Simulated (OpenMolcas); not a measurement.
# What dynamic correlation does to the levels of O2+

| Property | Result |
| --- | --- |
| Program | OpenMolcas 26.06 |
| Basis | ANO-L-VTZP [4s3p2d1f] |
| Scalar Hamiltonian | non-relativistic, point nucleus |
| Active space | 4 electrons in 4 orbitals (2s 2p) |
| State averaging | 2S+1 = 3 even, 6 roots; 2S+1 = 1 even, 11 roots; 2S+1 = 5 odd, 1 root; 2S+1 = 3 odd, 9 roots; 2S+1 = 1 odd, 8 roots |
| Spin-orbit coupling | RASSI with atomic mean-field integrals over the reference wave functions, term energies averaged over their components |

Methods on the same reference wave functions:
A. CASSCF
B. SS-CASPT2, IPEA 0.25 Eh, imaginary shift 0.1 Eh (closed shells correlated: 1s)
C. MS-CASPT2, IPEA 0.25 Eh, imaginary shift 0.1 Eh (closed shells correlated: 1s)

Energies in eV above 2s2 2p2 3P0, the measured ground level; measured values from Moore, Selected Tables of Atomic Spectra, NSRDS-NBS 3, section 11.

| Level | A | B | C | Measured |
| --- | --- | --- | --- | --- |
| 2s2 2p2 3P0 | 0.0000 | 0.0000 | 0.0000 | 0.0000 |
| 2s2 2p2 3P1 | 0.0130 | 0.0130 | 0.0130 | 0.0140 |
| 2s2 2p2 3P2 | 0.0384 | 0.0384 | 0.0385 |  |
| 2s2 2p2 1D2 | 2.7960 | 2.554 | 2.554 | 2.5136 |
| 2s2 2p2 1S0 | 5.0052 | 5.335 | 5.337 | 5.3543 |
| 2s 2p3 5S* 2 | 6.0211 | 7.088 | 7.089 | 7.4793 |
| 2s 2p3 3D* 2 | 15.1914 | 14.649 | 14.651 |  |
| 2s 2p3 3D* 1 | 15.1914 | 14.649 | 14.651 |  |
| 2s 2p3 3D* 3 | 15.1916 | 14.650 | 14.651 |  |
| 2s 2p3 3P* 0 | 17.9369 | 17.605 | 17.607 |  |
| 2s 2p3 3P* 1 | 17.9370 | 17.605 | 17.607 |  |
| 2s 2p3 3P* 2 | 17.9371 | 17.605 | 17.607 |  |
| 2s 2p3 1D* 2 | 24.9896 | 23.391 | 23.393 | 23.1917 |
| 2s 2p3 3S* 1 | 25.8821 | 24.669 | 24.670 | 24.4358 |
| 2s 2p3 1P* 1 | 27.7102 | 26.312 | 26.314 | 26.0939 |

Deviations, from unrounded energies. A percentage is the sum of absolute deviations over the sum of measured energies, with the sign that they share, or ± where signs differ.

| Against measurement | Levels | A | B | C |
| --- | --- | --- | --- | --- |
| mean absolute deviation (cm-1) | 7 | 8000 | 1300 | 1300 |
| fine structure of the ground term (%) | 1 | -7.3 | -7.4 | -7.0 |
| other terms of the ground configuration (%) | 2 | ±8.0 | ±0.8 | ±0.7 |
| other configurations (%) | 4 | ±7.8 | ±1.3 | ±1.3 |

B, C lie about equally close to measurement and A furthest from it. The largest miss of B in the table is 2s 2p3 5S* 2, by -3200 cm-1. The ranking rests on the paired levels alone, and a cruder setting can come out closer through cancelling errors.

Between B and C the level of the table that moves most is 2s 2p3 3D* 3, by 13 cm-1 (lowest in B, highest in C). Moves below CASPT2's spread within the term are not significant.

The two smallest mean deviations differ by little beside CASPT2's spread within terms, so their order carries little weight.

From A to B the spin-free energies of the other terms of 2s2 2p2 shown, above 3P, scale by factors of 0.91 to 1.07.

The lowest spin-free term lies below A's lowest term by 0.070 hartree in B, 0.071 hartree in C.

CASPT2 does not keep the components of a term degenerate, so their means are used; among the terms shown or strongly mixed into the levels shown the widest spread is 350 cm-1 (2s 2p3 3D*, C). Computed and measured levels are paired by configuration, term and J; levels that our copy of the source lacks, or whose pairing is in doubt (as where it misses far off the trend of its configuration), stay unpaired and out of the deviations. Only configurations of the active space appear. Levels that lie high or do not pair safely by name in every column are left out.

* marks odd parity.
